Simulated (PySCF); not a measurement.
C3H7BO2, SMILES C/C=C\B(O)O (GFN2-xTB optimised geometry):

```
13

C      2.097     0.124    -0.001
C      1.223    -1.080     0.000
C     -0.109    -1.080     0.000
B     -1.094     0.144     0.000
O     -2.450    -0.046    -0.010
O     -0.667     1.428     0.012
H      2.740     0.113    -0.882
H      2.745     0.112     0.876
H      1.502     1.029     0.001
H      1.758    -2.026    -0.001
H     -0.588    -2.057     0.000
H     -2.745    -0.955    -0.019
H     -1.391     2.057     0.012
```

Computed with PySCF with CAM-B3LYP/def2-TZVP.

Q: What are the frontier orbital energies and the dipole moment?

A: HOMO-2 -10.72 eV, HOMO-1 -10.28 eV, HOMO -8.73 eV, LUMO 0.70 eV, LUMO+1 1.54 eV; dipole moment 0.97 D.

Meta-Löwdin charges at CAM-B3LYP/def2-TZVP: C1 -0.35, C2 -0.04, C3 -0.28, B4 0.44, O5 -0.54, O6 -0.53, H7 0.12, H8 0.12, H9 0.14, H10 0.11, H11 0.10, H12 0.35, H13 0.35.
